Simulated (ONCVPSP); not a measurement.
## Potentials for germanium (Ge) compared

Generated with ld1.x 7.5 (TM, RRKJ, ultrasoft, PAW), atompaw 4.2 or ONCVPSP 4.0.1. The cutoff is in Ry: for ld1.x and atompaw files where the sum of valence levels is converged to 10 mRy in a Bessel basis, for ONCV files where the hardest occupied wave has 1 mHa per electron of residual kinetic energy. The error is the largest all-electron minus pseudo excitation energy over each file’s own four to seven test configurations (ionisations up to +4, promotions, holes and added fractions of an electron), all of which were solved. The labels leave out finer settings (local radius, basis sizes, second energies), which also bear on the numbers. Spin-polarised tests are not counted. The rows are a selection from randomly drawn settings: files with unsolved tests, undetermined cutoffs or missed reference levels are left out.

| potential | cutoff (Ry) | largest error (meV) | bound ghosts |
| --- | --- | --- | --- |
| ONCV, PW91, scalar-relativistic, rc 1.00/0.95/1.30 (spd), local smoothed, core correction no, reference 3s2 3p6 3d10 4s2 4p1, qcut 9.2/15.5/10.7, projectors 2/2/1 | 122 | -7.1 | none |
| ONCV, LDA (Perdew-Wang 92), scalar-relativistic, rc 1.05/1.15/0.85 (spd), local d, core correction yes, reference 3s2 3p6 3d10 4s2 4p2, qcut 12.2/14.5/17, projectors 3/2/0 | 250 | -60 | none |
| ONCV, LDA (Perdew-Wang 92), scalar-relativistic, rc 1.10/1.25/1.30 (spd), local smoothed, core correction yes, reference 3s2 3p6 3d10 4s2 4p1, qcut 12.3/10.6/14.6, projectors 3/2/3 | 150 | -14 | none |
| ONCV, PW91, scalar-relativistic, rc 1.25/0.90/1.35 (spd), local smoothed, core correction yes, reference 3s2 3p6 3d10 4s1.5 4p2.5, qcut 9.5/19.1/14.1, projectors 3/2/2 | 160 | -0.8 | none |

(1) Fill in the row for Ge: ONCV, PBE, fully relativistic, rc 1.00/1.25/0.75 (spd), local smoothed, core correction yes, reference 3s2 3p6 3d10 4s2 4p1, qcut 12.5/11.7/16.8, projectors 2/2/2.

(2) Fill in the row for Ge: ONCV, PBE, fully relativistic, rc 1.00/1.30/0.80 (spd), local smoothed, core correction no, reference 3s2 3p6 3d10 4s2 4p2, qcut 9.4/12.6/17.7, projectors 2/2/2.

(3) Fill in the row for Ge: ONCV, revPBE, scalar-relativistic, rc 1.20/0.95/0.90 (spd), local smoothed, core correction yes, reference 3s2 3p6 3d10 4s1.5 4p2.5, qcut 8.7/14.4/17.2, projectors 2/2/2.

Answers

(1) cutoff 275 Ry, largest error +2.5 meV, bound ghosts: none.

(2) cutoff 264 Ry, largest error +69 meV, bound ghosts: none.

(3) cutoff 258 Ry, largest error -3.2 meV, bound ghosts: none.
